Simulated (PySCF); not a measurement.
C2H8MgN2 (SMILES C[N](C)[Mg][NH2]), singlet, geometry from GFN2-xTB (such geometries of metal compounds can be far from the true shape); DF-B3LYP/3-21G in PySCF.

Input for PySCF:
```python
from pyscf import gto, scf, dft

mol = gto.M(
    atom='''
Mg    0.023759    0.645541   -1.064314
N     1.830391    1.192248   -0.755104
H     1.980263    1.504406    0.200228
H     2.233408    1.913655   -1.345130
N    -0.890254   -0.461768    0.242683
C    -0.893166    0.073228    1.576850
C    -0.376503   -1.806574    0.246342
H    -1.547442   -0.532002    2.219108
H     0.109363    0.078987    2.045212
H    -1.277015    1.096833    1.556740
H     0.654316   -1.876333    0.638745
H    -1.011257   -2.444048    0.877830
H    -0.389687   -2.201274   -0.773167
''',
    basis='3-21g',
    charge=0,
    spin=0,
    verbose=4,
    max_memory=1800,
)

mf = dft.RKS(mol)
mf.xc = 'b3lyp'
mf = mf.density_fit(auxbasis='def2-universal-jkfit')
mf.kernel()
```

Task: Write the output that PySCF gives for this input, abridged.

Result: 
```
PySCF version 2.14.0

[INPUT] verbose = 4
[INPUT] num. atoms = 13
[INPUT] num. electrons = 46
[INPUT] charge = 0
[INPUT] spin (= nelec alpha-beta = 2S) = 0
[INPUT] symmetry False subgroup None
[INPUT] Mole.unit = angstrom
[INPUT] Symbol           X                Y                Z      unit          X                Y                Z       unit  Magmom
[INPUT]  1 Mg     0.023759000000   0.645541000000  -1.064314000000 AA    0.044898002994   1.219895692178  -2.011261970540 Bohr   0.0
[INPUT]  2 N      1.830391000000   1.192248000000  -0.755104000000 AA    3.458937690869   2.253022192560  -1.426939755564 Bohr   0.0
[INPUT]  3 H      1.980263000000   1.504406000000   0.200228000000 AA    3.742154724610   2.842915320152   0.378376082469 Bohr   0.0
[INPUT]  4 H      2.233408000000   1.913655000000  -1.345130000000 AA    4.220529444413   3.616283846905  -2.541927301936 Bohr   0.0
[INPUT]  5 N     -0.890254000000  -0.461768000000   0.242683000000 AA   -1.682336241299  -0.872615053088   0.458604405088 Bohr   0.0
[INPUT]  6 C     -0.893166000000   0.073228000000   1.576850000000 AA   -1.687839123773   0.138380864650   2.979814639520 Bohr   0.0
[INPUT]  7 C     -0.376503000000  -1.806574000000   0.246342000000 AA   -0.711487555077  -3.413930083760   0.465518912978 Bohr   0.0
[INPUT]  8 H     -1.547442000000  -0.532002000000   2.219108000000 AA   -2.924241573649  -1.005338077721   4.193506360831 Bohr   0.0
[INPUT]  9 H      0.109363000000   0.078987000000   2.045212000000 AA    0.206666118161   0.149263797401   3.864890546674 Bohr   0.0
[INPUT] 10 H     -1.277015000000   1.096833000000   1.556740000000 AA   -2.413208606961   2.072713974385   2.941812247155 Bohr   0.0
[INPUT] 11 H      0.654316000000  -1.876333000000   0.638745000000 AA    1.236478038921  -3.545755488484   1.207053113435 Bohr   0.0
[INPUT] 12 H     -1.011257000000  -2.444048000000   0.877830000000 AA   -1.910998771549  -4.618581355291   1.658858283927 Bohr   0.0
[INPUT] 13 H     -0.389687000000  -2.201274000000  -0.773167000000 AA   -0.736401704303  -4.159804985126  -1.461073878552 Bohr   0.0

nuclear repulsion = 205.719135456482
number of shells = 43
number of NR pGTOs = 111
number of NR cGTOs = 65
basis = 3-21g
ecp = {}

******** <class 'pyscf.df.df_jk.DFRKS'> ********
method = DFRKS
initial guess = minao
damping factor = 0
level_shift factor = 0
DIIS = <class 'pyscf.scf.diis.CDIIS'>
diis_start_cycle = 1
diis_space = 8
diis_damp = 0
SCF conv_tol = 1e-09
SCF conv_tol_grad = None
SCF max_cycles = 50
direct_scf = False
XC library pyscf.dft.libxc version 7.1.2
    S. Lehtola, C. Steigemann, M. J. T. Oliveira, and M. A. L. Marques,  SoftwareX 7, 1–5 (2018)
XC functionals = b3lyp
    P. J. Stephens, F. J. Devlin, C. F. Chabalowski, and M. J. Frisch,  J. Phys. Chem. 98, 11623 (1994)
radial grids:
    Treutler-Ahlrichs [JCP 102, 346 (1995); DOI:10.1063/1.469408] (M4) radial grids

becke partition: Becke, JCP 88, 2547 (1988); DOI:10.1063/1.454033
pruning grids: <function nwchem_prune>
grids dens level: 3
symmetrized grids: False
atomic radii adjust function: <function treutler_atomic_radii_adjust>
small_rho_cutoff = 0
Set gradient conv threshold to 3.16228e-05
Initial guess from minao.
tot grids = 153088
******** <class 'pyscf.df.df.DF'> ********
auxbasis = def2-universal-jkfit
init E= -388.398801566166
  HOMO = -0.260475956024742  LUMO = -0.114770827379088  gap/eV = 3.96484
cycle= 1 E= -388.270691869946  delta_E= 0.128  |g|= 0.728  |ddm|= 3.18
  HOMO = -0.0395620973654558  LUMO = -0.0181770549392599  gap/eV = 0.58192
cycle= 2 E= -387.106579426121  delta_E= 1.16  |g|=  1.9  |ddm|= 3.05
  HOMO = -0.181923217856847  LUMO = -0.0559030659723692  gap/eV = 3.42918
cycle= 3 E= -388.387590144517  delta_E= -1.28  |g|= 0.305  |ddm|= 2.72
  HOMO = -0.148172710456337  LUMO = -0.0690589697923851  gap/eV = 2.15279
cycle= 4 E= -388.407261250512  delta_E= -0.0197  |g|= 0.14  |ddm|= 0.408
  HOMO = -0.152739085822159  LUMO = -0.0800429290382505  gap/eV = 1.97816
cycle= 5 E= -388.412651597381  delta_E= -0.00539  |g|= 0.042  |ddm|= 0.211
  HOMO = -0.150543504501944  LUMO = -0.0772487617473625  gap/eV = 1.99445
cycle= 6 E= -388.413143213691  delta_E= -0.000492  |g|= 0.0143  |ddm|= 0.0599
  HOMO = -0.152860172495536  LUMO = -0.0766844543390754  gap/eV = 2.07285
cycle= 7 E= -388.413198663787  delta_E= -5.55e-05  |g|= 0.0042  |ddm|= 0.0175
  HOMO = -0.153613949120006  LUMO = -0.0767745693293587  gap/eV = 2.09091
cycle= 8 E= -388.41320296259  delta_E= -4.3e-06  |g|= 0.000618  |ddm|= 0.00552
  HOMO = -0.153687095702351  LUMO = -0.0767322331294031  gap/eV = 2.09405
cycle= 9 E= -388.413203114423  delta_E= -1.52e-07  |g|= 6.92e-05  |ddm|= 0.00114
  HOMO = -0.15369249282812  LUMO = -0.0767319683200109  gap/eV = 2.09420
cycle= 10 E= -388.413203117844  delta_E= -3.42e-09  |g|= 1.35e-05  |ddm|= 0.00023
  HOMO = -0.153693828095486  LUMO = -0.0767325669629111  gap/eV = 2.09422
cycle= 11 E= -388.413203118157  delta_E= -3.13e-10  |g|= 9.42e-06  |ddm|= 9.23e-05
  HOMO = -0.153695261825758  LUMO = -0.0767325834376544  gap/eV = 2.09426
Extra cycle  E= -388.413203118168  delta_E= -1.11e-11  |g|= 1.19e-05  |ddm|= 3.29e-05
converged SCF energy = -388.413203118168
```
